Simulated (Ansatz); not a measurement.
C₂H₈AlFO, SMILES `[CH3][Al-]([CH3])([OH2+])[F]`, relaxed with RKS PBE0-D4/def2-TZVP in the Gaussian-basis code of Ansatz from a PBE-D4/def2-SVP geometry. The force threshold is 0.005 eV/Å; the program also tests the step.

The species carries charge 0 and has multiplicity 1.

Start:

```xyz
13

C    -1.009   -0.973   -1.402
Al   -0.276    0.295   -0.098
C     1.624    0.815   -0.005
O    -0.568   -0.534    1.763
F    -1.385    1.500    0.468
H    -0.409   -1.905   -1.468
H    -2.054   -1.261   -1.158
H    -1.026   -0.532   -2.422
H     1.863    1.462    0.866
H     2.304   -0.064    0.031
H     1.915    1.392   -0.909
H     0.214   -0.391    2.332
H    -1.193    0.197    2.001
```

Question: By how much does the energy fall, and how many steps does the optimiser take? (Estimate.)

Answer: The calculation gave: 7.24 kJ/mol, in 7 steps.

Question: Which bonds change most? (Estimate.)

Answer: Ansatz gave: Al2–F5 from 1.733 to 1.691 Å; Al2–O4 from 2.057 to 2.023 Å; O4–H13 from 0.990 to 0.968 Å; C1–H8 from 1.112 to 1.095 Å.

Question: Give the relaxed structure. (Best estimate.)

Answer: Computed: 
```xyz
13

C    -0.996   -0.953   -1.379
Al   -0.299    0.348   -0.102
C     1.603    0.819   -0.011
O    -0.561   -0.497    1.718
F    -1.377    1.565    0.361
H    -0.393   -1.867   -1.403
H    -2.026   -1.243   -1.151
H    -0.997   -0.550   -2.397
H     1.842    1.481    0.828
H     2.249   -0.063    0.066
H     1.916    1.345   -0.919
H     0.233   -0.497    2.263
H    -1.193    0.111    2.127
```
